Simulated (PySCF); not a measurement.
# Relaxation of singlet CuF₃

Method: PBE0/[Cu def2-TZVP, F def2-TZVP], no relativity, density fitting, PySCF. A (50,194) grid was used.

A start displaced from a saddle point along its imaginary mode, of Cs symmetry, held to at least that symmetry:

Coordinates in bohr (charge 0 multiplicity 1):
```
Cu    0.1889    0.0933    0.0000
F     3.4485   -0.2268    0.0000
F    -2.1580    2.2588    0.0000
F    -1.9162   -2.3410    0.0000
```

At each step, columns x, y, z (Å) and Fx, Fy, Fz (eV/Å):

```
step 0  E − E(last) = 22.70 kJ/mol
Cu   0.100   0.049   0.000   0.234   0.326   0.000
F    1.825  -0.120   0.000  -0.368  -0.283   0.000
F   -1.142   1.195   0.000  -0.094  -0.018   0.000
F   -1.014  -1.239   0.000   0.228  -0.025   0.000
step 1  E − E(last) = 19.75 kJ/mol
Cu   0.100   0.070   0.000   0.084   0.561   0.000
F    1.808  -0.147   0.000  -0.177  -0.366   0.000
F   -1.157   1.202   0.000  -0.085  -0.061   0.000
F   -0.982  -1.239   0.000   0.178  -0.134   0.000
step 2  E − E(last) = 16.04 kJ/mol
Cu   0.099   0.098   0.000   0.108   0.597   0.000
F    1.796  -0.180   0.000  -0.246  -0.385   0.000
F   -1.177   1.209   0.000  -0.075  -0.070   0.000
F   -0.950  -1.241   0.000   0.213  -0.141   0.000
step 3  E − E(last) = 11.85 kJ/mol
Cu   0.098   0.127   0.000   0.129   0.534   0.000
F    1.781  -0.215   0.000  -0.322  -0.358   0.000
F   -1.197   1.217   0.000  -0.059  -0.065   0.000
F   -0.913  -1.243   0.000   0.252  -0.111   0.000
step 4  E − E(last) = 3.76 kJ/mol
Cu   0.095   0.193   0.000   0.158   0.027   0.000
F    1.741  -0.293   0.000  -0.481  -0.134   0.000
F   -1.239   1.236   0.000  -0.005  -0.009   0.000
F   -0.828  -1.250   0.000   0.328   0.116   0.000
step 5  E − E(last) = 1.10 kJ/mol
Cu   0.093   0.252   0.000   0.152  -0.603   0.000
F    1.693  -0.367   0.000  -0.467   0.231   0.000
F   -1.277   1.254   0.000   0.090   0.036   0.000
F   -0.740  -1.253   0.000   0.225   0.336   0.000
step 6  E − E(last) = 0.31 kJ/mol
Cu   0.094   0.240   0.000  -0.001  -0.217   0.000
F    1.689  -0.355   0.000  -0.186   0.054   0.000
F   -1.267   1.250   0.000   0.043   0.049   0.000
F   -0.747  -1.249   0.000   0.144   0.114   0.000
step 7  E − E(last) = 0.07 kJ/mol
Cu   0.091   0.239   0.000  -0.078  -0.030   0.000
F    1.677  -0.357   0.000   0.028  -0.009   0.000
F   -1.265   1.254   0.000   0.012   0.051   0.000
F   -0.734  -1.250   0.000   0.037  -0.011   0.000
step 8  E − E(last) = 0.02 kJ/mol
Cu   0.088   0.238   0.000  -0.047  -0.003   0.000
F    1.674  -0.358   0.000   0.035  -0.011   0.000
F   -1.264   1.260   0.000   0.004   0.032   0.000
F   -0.729  -1.255   0.000   0.009  -0.018   0.000
step 9  E − E(last) = 0.00 kJ/mol
Cu   0.085   0.237   0.000  -0.002   0.002   0.000
F    1.672  -0.357   0.000   0.005  -0.005   0.000
F   -1.263   1.266   0.000   0.002   0.005   0.000
F   -0.725  -1.260   0.000  -0.005  -0.003   0.000
step 10  E − E(last) = 0.00 kJ/mol
Cu   0.085   0.237   0.000   0.001   0.000   0.000
F    1.672  -0.357   0.000   0.000  -0.004   0.000
F   -1.263   1.266   0.000   0.003   0.003   0.000
F   -0.726  -1.260   0.000  -0.003   0.001   0.000
```

It ends at C2v with Cu–F 1.695 Å (×2), Cu–F 1.703 Å; F–Cu–F 98.2° (×2), F–Cu–F 163.5° (after a last refinement on a finer grid). A frequency run shows a minimum.

The relaxation took 23 s on 4 threads of a shared Arm Neoverse V1 host, with 138 basis functions and 12 gradients; the process peaked at 1.4 GiB.
